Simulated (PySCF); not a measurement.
The isolated species `[NH2+]([BH2-]NC)C` is ionised with Mg Kα (hν = 1253.6 eV). Calculated photoelectron kinetic energies of its computed core levels, recoil neglected:

```
line  kinetic energy (eV)
   1              1059.47
   2               962.89
   3               961.30
   4               850.35
   5               846.66
```

Computed with delta-SCF UKS SCAN, pcX-2 on the ionised atom, pcseg-1 elsewhere, spin-free X2C in PySCF.

Problem. Convert to binding energies and name the level and atom behind each line. Numbering: `[CH3:1][NH:2][BH2-:3][NH2+:4][CH3:5]`.

Solution. Against the vacuum level, binding energy = hν − kinetic energy.

| line | binding energy (eV) | level | atoms | environment |
| --- | --- | --- | --- | --- |
| 1 | 194.13 | B 1s | B3 | four-coordinate boron |
| 2 | 290.71 | C 1s | C1 | N-methyl carbon |
| 3 | 292.30 | C 1s | C5 | N-methyl carbon |
| 4 | 403.25 | N 1s | N2 | boron-bound nitrogen |
| 5 | 406.94 | N 1s | N4 | nitrogen bonded to B, C and 2 H |

Problem. Where does line 3 move with hν = 1000.0 eV?

Solution. To 1000.0 − 292.30 = 707.70 eV; every photoline shifts by the change in photon energy, -253.6 eV.

The listed C 1s values span 1.59 eV, from C1 (bonded to N and 3 H) to C5 (bonded to N and 3 H).

Problem. Give the binding energy of C 1s of C5 in hartree and in kJ/mol.

Solution. 292.30 eV = 10.7418 Eh = 28203 kJ/mol.

Other core shells, valence and Auger electrons aren't listed. Isolated species at its PBE0-D3(BJ)/def2-SVP geometry (one conformer only).

Shape of the structure used: `[CH3:1][NH:2][BH2-:3][NH2+:4][CH3:5]`: C1–N2–B3–N4 103°, N2–B3–N4–C5 -179°.
